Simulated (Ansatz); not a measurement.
```yaml
crystal:
  periodic: [false, false, false]
  atoms:
    - {symbol: Se, position_ang: [-0.627440, 1.246797, -0.000168]}
    - {symbol: Se, position_ang: [1.290291, -0.022483, 0.002876]}
    - {symbol: Se, position_ang: [-0.649711, -1.176496, 0.019630]}
basis:
  gaussian: {orbitals: x2c-TZVPPall}
total_charge: 1
magnetization: {spin_polarized: true, initial_magnetization: 1}
hamiltonian: {xc: {name: SVWN5}}
output: {forces: true}
```

```sh
$ ansatz run in.yaml --threads 4 --pin off --events-out ev --progress --plain --max-ram 3916MiB
```

Shortened log:

```
Functional definition: SVWN5
1137 factors; their error is unknown
mean field evaluation 1: about -198061.5217 eV, gradient 2.1e1 eV
mean field evaluation 2: about -198056.2525 eV, gradient 3.4e1 eV
mean field evaluation 4: about -198063.3802 eV, gradient 6.5e0 eV
mean field evaluation 8: about -198063.6418 eV, gradient 9.9e-1 eV
mean field evaluation 16: about -198063.6044 eV, gradient 1.7e-3 eV
mean field evaluation 32: about -198057.6188 eV, gradient 1.8e1 eV
mean field evaluation 64: about -198063.6044 eV, gradient 9.0e-6 eV
mean field evaluation 96: about -198063.4490 eV, gradient 4.7e-1 eV
mean field -198063.60443268 eV, -7278.7032105682 hartree, gradient 1.1e-5 eV, S^2 0.750983; 8 other end points of the search recorded, 0 dependent functions left out
reference -198063.60446005 eV, -7278.7032115737 hartree; 51, 50 occupied and 93, 94 virtual orbitals, 1137 factors
Total energy: -198063.60446005 eV, -7278.7032115737 hartree
Relativity: scalar
Atom 0 at    -0.627440     1.246797    -0.000168 Å, force     0.211091    -0.096130    -0.000019 eV/Å
Atom 1 at     1.290291    -0.022483     0.002876 Å, force    -0.064567     0.226373    -0.001596 eV/Å
Atom 2 at    -0.649711    -1.176496     0.019630 Å, force    -0.146524    -0.130243     0.001616 eV/Å
Dipole moment:     0.119956    -0.030475    -0.000208 e Å
```

Run time 8.5 s (4 threads of Arm Neoverse V1 on a shared host).

DK, ANO-RCC and x2c sets are all-electron and run with scalar relativity unless a key says otherwise.

The dipole of an ion depends on the origin.
